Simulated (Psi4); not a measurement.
C₃H₉O, charge +1, singlet, geometry from GFN2-xTB. Base run: HF/STO-3G run with Psi4.

Here is a job for Psi4.
```
memory 2 GB

molecule {
1 1
O     0.05586026   -0.68329506    0.10783272
C    -0.01267142    0.78735284    0.04115579
C     1.38355249   -1.24026318   -0.03569941
C    -1.46605047    1.19333821   -0.02607106
H     0.46194579    1.14755225    0.95586541
H     0.54921487    1.13949274   -0.82841198
H     1.30407869   -2.32340103    0.04514691
H     1.83952611   -0.96559385   -0.98766160
H     1.99255470   -0.86591714    0.78630868
H    -1.93476522    0.85317512   -0.94730704
H    -2.01811662    0.80424113    0.82553218
H    -1.53452893    2.27727882   -0.00067742
H    -0.53577495   -1.04303488   -0.58776898
}

set {
  basis sto-3g
  stability_analysis check
  scf_type pk
}

energy('scf')
print_variables()
```

The bond that is stretched is that between atoms 7 and 3. A test that says stable can miss a lower solution.

Each row names what was changed in the base input (with any setting that the change needs).

| change | ΔE vs base (mEh) | <S^2> |
|---|---|---|
| base | 0.000 | 0.000 |
| stability_analysis = follow; reference = uhf | 0.000 | 0.000 |
| bond × 1.25 | 41.149 | 0.000 |
| stability_analysis = follow; reference = uhf; bond × 1.25 | 41.149 | 0.000 |
| bond × 1.5 | 119.5 | 0.000 |
| stability_analysis = follow; reference = uhf; bond × 1.5 | 118.0 | 0.167 |
| bond × 1.8 | 215.1 | 0.000 |
| stability_analysis = follow; reference = uhf; bond × 1.8 | 165.4 | 0.736 |
| bond × 2.2 | 316.2 | 0.000 |
| stability_analysis = follow; reference = uhf; bond × 2.2 | 182.2 | 0.950 |
| bond × 3.0 | 420.4 | 0.000 |
| stability_analysis = follow; reference = uhf; bond × 3.0 | 186.5 | 1.005 |

Psi4 reported an instability in these rows: stability_analysis = follow; reference = uhf; bond × 1.5; stability_analysis = follow; reference = uhf; bond × 1.8; stability_analysis = follow; reference = uhf; bond × 2.2; stability_analysis = follow; reference = uhf; bond × 3.0 (restricted rows aren't judged here).

Where a bond breaks into two radicals, a solution with restricted orbitals usually stops being the lowest and lies too high; an unrestricted one lies lower at the price of spin contamination, which <S^2> shows.
